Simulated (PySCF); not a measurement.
Basis-set dependence of excited states

Compound: C6H5F.
Bonds: F1–C2, C2–C3 (double), C3–C4, C4–C5 (double), C5–C6, C6–C7 (double), C3–C7. Hydrogens: H8 on C2; H9 on C4; H10 on C5; H11 on C6; H12 on C7.

TDDFT with PBE0 (PySCF), vertical singlets, core orbitals frozen in the response, spherical d and f functions. Geometry: PBE0-D3(BJ)/def2-SVP; no solvent, vibrations or thermal averaging.

**Question.** How do the low singlets change with the basis? Take 6-31G*, def2-SVP, 6-31+G*, def2-SVPD, aug-cc-pVDZ and def2-TZVP.

**Answer.** 

```json
{"basis": "6-31G*", "functions": "108", "diffuse": "no", "S1 (eV)": "3.51", "S2 (eV)": "5.39", "S3 (eV)": "6.87", "S4 (eV)": "7.11", "S5 (eV)": "7.34", "LUMO (eV)": "-1.52", "α (au)": "59.5"}
{"basis": "def2-SVP", "functions": "123", "diffuse": "no", "S1 (eV)": "3.49", "S2 (eV)": "5.35", "S3 (eV)": "6.79", "S4 (eV)": "7.02", "S5 (eV)": "7.30", "LUMO (eV)": "-1.82", "α (au)": "62.7"}
{"basis": "6-31+G*", "functions": "136", "diffuse": "yes", "S1 (eV)": "3.44", "S2 (eV)": "5.25", "S3 (eV)": "5.84", "S4 (eV)": "6.21", "S5 (eV)": "6.32", "LUMO (eV)": "-1.91", "α (au)": "71.0"}
{"basis": "def2-SVPD", "functions": "183", "diffuse": "yes", "S1 (eV)": "3.43", "S2 (eV)": "5.24", "S3 (eV)": "6.33", "S4 (eV)": "6.75", "S5 (eV)": "6.84", "LUMO (eV)": "-1.99", "α (au)": "72.4"}
{"basis": "aug-cc-pVDZ", "functions": "206", "diffuse": "yes", "S1 (eV)": "3.42", "S2 (eV)": "5.19", "S3 (eV)": "5.55", "S4 (eV)": "5.92", "S5 (eV)": "6.03", "LUMO (eV)": "-1.95", "α (au)": "74.6"}
{"basis": "def2-TZVP", "functions": "247", "diffuse": "no", "S1 (eV)": "3.44", "S2 (eV)": "5.23", "S3 (eV)": "6.73", "S4 (eV)": "6.96", "S5 (eV)": "7.10", "LUMO (eV)": "-1.90", "α (au)": "70.5"}
```

States are compared by their number. Against the largest diffuse basis here (aug-cc-pVDZ, itself not a converged limit), sets without diffuse functions differ by up to 0.09 eV in S1 and 1.31 eV in S5; the smaller diffuse sets differ by up to 0.02 and 0.81 eV. State by state, the largest deviation of a set without diffuse functions is S1 0.09, S2 0.21, S3 1.32, S4 1.18, S5 1.31 eV. The same number needn't mean the same state in each row. Against aug-cc-pVDZ the polarisability deviates by -20% in 6-31G*, -16% in def2-SVP, -5% in 6-31+G*, -3% in def2-SVPD, -6% in def2-TZVP. A single + in a Pople set puts diffuse functions on heavy atoms only.
